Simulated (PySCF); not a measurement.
**Electronic structure of Ru³⁺ (ruthenium, charge +3) at the M06-2X level**

Configuration: [Kr] 4d5, high-spin 6S determinant. Computed with PySCF 2.14 in aug-cc-pVDZ-PP with ECP28MDF (5s5p4d2f, 54 functions), with scalar relativity through the core potential.

```json
{"Total energy": "-92.4406 hartree", "One-electron energy": "-145.7072 hartree", "Hartree (Coulomb) energy": "62.3392 hartree", "Exchange-correlation energy": "-9.0726 hartree", "⟨S²⟩": "8.7501", "⟨L²⟩": "0.000", "Sum of ⟨r⟩": "16.08 bohr", "Sum of ⟨r²⟩": "22.96 bohr²", "Time after the integrals": "1.1 s of wall time on 1 thread of Neoverse-V2 (shared host)"}
```

```tsv
shell	electrons	mean orbital energy (hartree)	rms radius, mean of both spins (bohr)
4s α	1	-4.46542	1.09
4s β	1	-4.25456	1.09
4p α	3	-3.29204	1.20
4p β	3	-3.05166	1.20
4d α	5	-1.56588	1.55
```

Energies and moments cover only the electrons outside the core potential.
